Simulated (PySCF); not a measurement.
SMILES CC(C)C[SiH2]C=O, singlet (GFN2-xTB optimised geometry):

```
19

C     -0.330    -1.901    -1.213
C      0.196    -1.135     0.000
C      1.721    -1.135     0.000
C     -0.357     0.293     0.000
Si     0.097     1.338     1.516
C     -1.149     2.797     1.615
O     -2.106     2.926     0.896
H      0.001    -1.424    -2.134
H     -1.417    -1.925    -1.212
H      0.035    -2.926    -1.208
H     -0.150    -1.644     0.906
H      2.099    -0.597    -0.867
H      2.106    -0.656     0.897
H      2.102    -2.153    -0.037
H     -0.017     0.798    -0.909
H     -1.447     0.248    -0.072
H      1.428     1.952     1.454
H     -0.041     0.603     2.779
H     -0.961     3.562     2.401
```

Calculation: B3LYP/def2-SVP in PySCF.

What are the frontier orbital energies and the dipole moment?

HOMO-2 -9.09 eV, HOMO-1 -8.41 eV, HOMO -6.44 eV, LUMO -1.36 eV, LUMO+1 0.73 eV; dipole moment 2.05 D.

Meta-Löwdin charges at B3LYP/def2-SVP: C1 -0.28, C2 -0.02, C3 -0.28, C4 -0.40, Si5 0.59, C6 0.07, O7 -0.34, H8 0.09, H9 0.09, H10 0.09, H11 0.08, H12 0.09, H13 0.09, H14 0.09, H15 0.10, H16 0.11, H17 -0.11, H18 -0.10, H19 0.05.
